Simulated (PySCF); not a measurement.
Ga(H)(Cl)(vinyl) (C2H4ClGa), SMILES C=[CH][GaH][Cl].

Coordinates come from a TPSSh-D3(BJ)/def2-SVP optimisation. One conformer was computed; it need not be the lowest.

These are TPSSh-D3(BJ)/def2-SVP in PySCF 2.14.0 values and carry that method's errors.

Frequencies are harmonic and unscaled.

Question: List the normal modes with their intensities. (The exact figures need the calculation; the answer reports its results.)

Answer: 
```json
[
 {"mode": "1", "ν (cm⁻¹)": "111", "IR (km/mol)": "3.0", "moving atoms (share of kinetic energy)": "Cl 37 %, C 36 %, H 13 %, Ga 13 %"},
 {"mode": "2", "ν (cm⁻¹)": "113", "IR (km/mol)": "0.3", "moving atoms (share of kinetic energy)": "C 50 %, H 41 %"},
 {"mode": "3", "ν (cm⁻¹)": "302", "IR (km/mol)": "12.0", "moving atoms (share of kinetic energy)": "C 55 %, Ga 22 %, H 20 %"},
 {"mode": "4", "ν (cm⁻¹)": "376", "IR (km/mol)": "5.3", "moving atoms (share of kinetic energy)": "H 93 %"},
 {"mode": "5", "ν (cm⁻¹)": "402", "IR (km/mol)": "48.4", "moving atoms (share of kinetic energy)": "Cl 67 %, Ga 31 %"},
 {"mode": "6", "ν (cm⁻¹)": "536", "IR (km/mol)": "74.5", "moving atoms (share of kinetic energy)": "H 75 %, C 20 %"},
 {"mode": "7", "ν (cm⁻¹)": "575", "IR (km/mol)": "12.1", "moving atoms (share of kinetic energy)": "C 59 %, H 27 %, Ga 13 %"},
 {"mode": "8", "ν (cm⁻¹)": "624", "IR (km/mol)": "125.4", "moving atoms (share of kinetic energy)": "H 90 %"},
 {"mode": "9", "ν (cm⁻¹)": "995", "IR (km/mol)": "9.2", "moving atoms (share of kinetic energy)": "H 87 %, C 13 %"},
 {"mode": "10", "ν (cm⁻¹)": "1014", "IR (km/mol)": "16.2", "moving atoms (share of kinetic energy)": "H 71 %, C 29 %"},
 {"mode": "11", "ν (cm⁻¹)": "1045", "IR (km/mol)": "20.5", "moving atoms (share of kinetic energy)": "H 94 %"},
 {"mode": "12", "ν (cm⁻¹)": "1270", "IR (km/mol)": "5.8", "moving atoms (share of kinetic energy)": "H 72 %, C 28 %"},
 {"mode": "13", "ν (cm⁻¹)": "1420", "IR (km/mol)": "17.9", "moving atoms (share of kinetic energy)": "H 78 %, C 22 %"},
 {"mode": "14", "ν (cm⁻¹)": "1641", "IR (km/mol)": "13.0", "moving atoms (share of kinetic energy)": "C 80 %, H 20 %"},
 {"mode": "15", "ν (cm⁻¹)": "2018", "IR (km/mol)": "190.4", "moving atoms (share of kinetic energy)": "H 99 %"},
 {"mode": "16", "ν (cm⁻¹)": "3108", "IR (km/mol)": "18.2", "moving atoms (share of kinetic energy)": "H 95 %"},
 {"mode": "17", "ν (cm⁻¹)": "3136", "IR (km/mol)": "11.0", "moving atoms (share of kinetic energy)": "H 92 %, C 8 %"},
 {"mode": "18", "ν (cm⁻¹)": "3204", "IR (km/mol)": "5.5", "moving atoms (share of kinetic energy)": "H 89 %, C 11 %"}
]
```
